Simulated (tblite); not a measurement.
Species: C₅H₁₀Si.
SMILES with atom numbers: `[CH2:1]1[CH2:2][CH:3]1[SiH:4]1[CH2:5][CH2:6]1` (hydrogens: H7, H8 on C1; H9, H10 on C2; H11 on C3; H12 on Si4; H13, H14 on C5; H15, H16 on C6)

The geometry is computed with GFN2-xTB (gas phase).

**Question.** Give the optimised bond lengths and angles.

**Answer.** 
```json
{"bond": "C1–C2", "length (Å)": "1.491", "order": "single"}
{"bond": "C3–Si4", "length (Å)": "1.874", "order": "single"}
{"bond": "Si4–C5, Si4–C6", "length (Å)": "1.882", "order": "single"}
{"bond": "C5–C6", "length (Å)": "1.538", "order": "single"}
{"bond": "C1–C3, C2–C3", "length (Å)": "1.504", "order": "single"}
{"bond": "C1–H7, C2–H9", "length (Å)": "1.080", "order": "single"}
{"bond": "C1–H8, C2–H10", "length (Å)": "1.080", "order": "single"}
{"bond": "C3–H11", "length (Å)": "1.084", "order": "single"}
{"bond": "Si4–H12", "length (Å)": "1.457", "order": "single"}
{"bond": "C5–H13, C6–H16", "length (Å)": "1.080", "order": "single"}
{"bond": "C5–H14, C6–H15", "length (Å)": "1.081", "order": "single"}
```

Bonds in one row agree within 0.01 Å and their mean is given. Orders are formal, as drawn. A selection of angles:
```json
{"angle": "C2–C1–C3", "degrees": "60.3"}
{"angle": "C2–C1–H7", "degrees": "118.1"}
{"angle": "C2–C1–H8", "degrees": "118.5"}
{"angle": "C3–C1–H7", "degrees": "118.4"}
{"angle": "C3–C1–H8", "degrees": "118.4"}
{"angle": "H7–C1–H8", "degrees": "113.3"}
{"angle": "C1–C2–H10", "degrees": "118.5"}
{"angle": "C2–C3–Si4", "degrees": "119.6"}
{"angle": "C2–C3–H11", "degrees": "115.3"}
{"angle": "Si4–C3–H11", "degrees": "115.9"}
{"angle": "C1–C3–C2", "degrees": "59.5"}
{"angle": "C3–Si4–C5", "degrees": "119.4"}
{"angle": "C3–Si4–H12", "degrees": "115.8"}
{"angle": "C5–Si4–C6", "degrees": "48.2"}
{"angle": "C5–Si4–H12", "degrees": "118.6"}
{"angle": "Si4–C5–C6", "degrees": "65.9"}
{"angle": "Si4–C5–H13", "degrees": "120.1"}
{"angle": "Si4–C5–H14", "degrees": "120.9"}
{"angle": "C6–C5–H13", "degrees": "115.5"}
{"angle": "C6–C5–H14", "degrees": "115.8"}
{"angle": "H13–C5–H14", "degrees": "111.3"}
```

Torsions: C1–C2–C3–Si4 -109° (anticlinal); C2–C3–Si4–C5 -172° (antiperiplanar); C3–Si4–C5–C6 105° (anticlinal); C3–Si4–C6–C5 -105° (anticlinal).

The 3-membered ring C1–C2–C3 has internal angles of 59.5° to 60.3°. Si4 (SiH silicon) has angles from 48.2° to 119.5°. The C–C distances run from 1.491 Å (C1–C2, drawn single) to 1.538 Å (C5–C6, drawn single), a spread of 0.047 Å. The 3-membered ring Si4–C5–C6 has internal angles of 48.2° to 65.9°.

Point group: Cs (every atom within 0.08 Å of its image). Its GFN2-xTB frequencies are all real (lowest 39 cm⁻¹). One conformer, not necessarily the lowest.

Hardware: one thread of an Arm Neoverse V1, shared host with 32 logical CPUs at a one-minute load of 27. Cost: 0.73 s wall. This is the geometry optimisation.
